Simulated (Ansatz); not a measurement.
Cost and result for the atomization energy of `C#[C][InH][NH2]` (8 atoms, 7 bonds).

Total charge 0; spin multiplicity 1. Correlated methods include outer-core shells of In, which these sets cover unevenly. In takes the def2 core potential. The structure was optimised at the PBE0-D4/def2-TZVP level. It is one conformer, not always the lowest. Program: Ansatz. All runs use 2 threads of an Arm Neoverse V1 on a shared host. Times are those of one run each, without the atoms' runs, and a repeat can differ threefold. Electronic energies, without spin–orbit coupling; frozen cores. CCSD(T)/CBS adds CCSD(T) − MP2 in def2-TZVPP to the MP2 limit, and its time is that of the two runs behind it. T1 = 0.016. With those shells the extrapolation isn't a true limit.

CCSD(T)/CBS is a level of theory with its own doubt, some kJ/mol a heavy atom from the limit and from the frozen cores, so smaller differences don't rank the functionals.

```json
{"level": "LDA (SPW92)/def2-TZVPP", "functions": "199", "wall time": "1.4 s", "atomization (kJ/mol)": "3195.0", "difference from CCSD(T)/CBS": "416.3", "per bond": "59.5"}
{"level": "revPBE-D4/def2-TZVPP", "functions": "199", "wall time": "2.4 s", "atomization (kJ/mol)": "2745.3", "difference from CCSD(T)/CBS": "-33.4", "per bond": "-4.8"}
{"level": "BLYP-D4/def2-TZVPP", "functions": "199", "wall time": "2.6 s", "atomization (kJ/mol)": "2765.4", "difference from CCSD(T)/CBS": "-13.3", "per bond": "-1.9"}
{"level": "PBE-D4/def2-TZVPP (with forces)", "functions": "199", "wall time": "2.8 s", "atomization (kJ/mol)": "2833.0", "difference from CCSD(T)/CBS": "54.3", "per bond": "7.8"}
{"level": "CAM-B3LYP-D4/def2-TZVPP", "functions": "199", "wall time": "3.8 s", "atomization (kJ/mol)": "2774.6", "difference from CCSD(T)/CBS": "-4.1", "per bond": "-0.6"}
{"level": "r2SCANh-D4/def2-TZVPP", "functions": "199", "wall time": "5.5 s", "atomization (kJ/mol)": "2730.4", "difference from CCSD(T)/CBS": "-48.3", "per bond": "-6.9"}
{"level": "CCSD(T)/def2-SVP", "functions": "88", "wall time": "5.5 s", "atomization (kJ/mol)": "2582.6", "difference from CCSD(T)/CBS": "-196.1", "per bond": "-28.0"}
{"level": "PBE-QIDH/def2-TZVPP", "functions": "199", "wall time": "6.5 s", "atomization (kJ/mol)": "2742.2", "difference from CCSD(T)/CBS": "-36.5", "per bond": "-5.2"}
{"level": "ωB97X-V/def2-TZVPP", "functions": "199", "wall time": "10 s", "atomization (kJ/mol)": "2775.8", "difference from CCSD(T)/CBS": "-2.9", "per bond": "-0.4"}
{"level": "B97M-V/def2-TZVPP", "functions": "199", "wall time": "12 s", "atomization (kJ/mol)": "2763.4", "difference from CCSD(T)/CBS": "-15.3", "per bond": "-2.2"}
{"level": "MP2/def2-QZVPP", "functions": "373", "wall time": "20 s", "atomization (kJ/mol)": "2797.6", "difference from CCSD(T)/CBS": "18.9", "per bond": "2.7"}
{"level": "CCSD(T)/def2-TZVPP", "functions": "199", "wall time": "110 s", "atomization (kJ/mol)": "2695.3", "difference from CCSD(T)/CBS": "-83.4", "per bond": "-11.9"}
{"level": "CCSD(T)/CBS(def2)", "functions": "–", "wall time": "2.2 min", "atomization (kJ/mol)": "2778.7", "difference from CCSD(T)/CBS": "0.0", "per bond": "0.0"}
```

From PBE to PBE0 (25 % exact exchange), in def2-TZVPP and without D4, the atomization energy moves by −69.3 kJ/mol: exact exchange takes away binding that semilocal exchange gives to molecules. In def2-TZVPP, CCSD(T) changes the Hartree–Fock value by +817.1 kJ/mol (the triples alone add +58.9 kJ/mol) and MP2 by +869.5 kJ/mol; breaking electron pairs costs correlation energy, which Hartree–Fock lacks. At CCSD(T), def2-SVP lies −196.0 kJ/mol from the extrapolated value and def2-TZVPP −83.4 kJ/mol: correlation converges slowly with the basis, and small sets miss more of it in the bonded molecule than in its fragments.

Spin–orbit coupling would lower the free In atoms strongly, and the atomization energy with them, by more than many differences here.
